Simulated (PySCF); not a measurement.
PySCF input for N-methylsilyl-N-silylmethanamine (C₂H₁₁NSi₂), SMILES CN([SiH2]C)[SiH3], KT2/pcSseg-1. Geometry: PBE0-D3(BJ)/def2-SVP. The values are those of a single conformer.

```python
import numpy as np
from pyscf import gto, scf, dft
from pyscf.prop.nmr import rks as nmr

mol = gto.M(
    atom='''
    Si   -1.75143855    0.77046009   -0.56937895
    N    -0.43381643   -0.00266921    0.26816896
    C    -0.58116108   -0.16656596    1.70914682
    Si    0.95851513   -0.73612057   -0.49571481
    C     2.56528336    0.04657227    0.07418286
    H    -3.02492875   -0.01692261   -0.47676791
    H    -1.38008331    0.93350647   -2.00389759
    H    -2.02858730    2.11017756    0.04254856
    H     0.38588947   -0.39034002    2.18886908
    H    -1.27348638   -0.98683596    1.97581833
    H    -0.95940380    0.75576063    2.18431361
    H     1.01040686   -2.20194111   -0.17723038
    H     0.79115392   -0.56716543   -1.96977051
    H     2.70061204   -0.05029613    1.16271008
    H     3.42254884   -0.44533548   -0.41244810
    H     2.58878755    1.11728521   -0.17999321
    ''',
    basis='pcSseg-1',
    charge=0,
    spin=0,
    max_memory=1600,
    verbose=3,
)
mf = dft.RKS(mol, xc='kt2')
mf.grids.level = 3
mf.conv_tol = 1e-10
mf.max_cycle = 100
mf.kernel()
n = nmr.NMR(mf)
n.verbose = 2
n.max_cycle_cphf = 60
sigma = n.kernel()
print('atom   isotropic/ppm   span/ppm')
for i, s in enumerate(sigma):
    w = np.linalg.eigvalsh((s + s.T) / 2)
    print(f'{mol.atom_symbol(i):2s}{i + 1:3d} {w.mean():14.3f} {w[2] - w[0]:11.3f}')
```

Output:

```
converged SCF energy = -723.897539979971
atom   isotropic/ppm   span/ppm
Si  1        403.171     149.498
N   2        252.580      25.649
C   3        147.871      63.861
Si  4        379.886     118.506
C   5        186.548      27.669
H   6         26.377       9.207
H   7         26.284       7.810
H   8         26.449       8.826
H   9         28.504      10.837
H  10         28.421      11.532
H  11         28.638      10.520
H  12         26.253       9.249
H  13         26.301       8.196
H  14         30.532       9.741
H  15         31.369      11.457
H  16         31.100      10.411
```

The calculation finished and met its thresholds.

Cost: roughly 80 core-seconds.
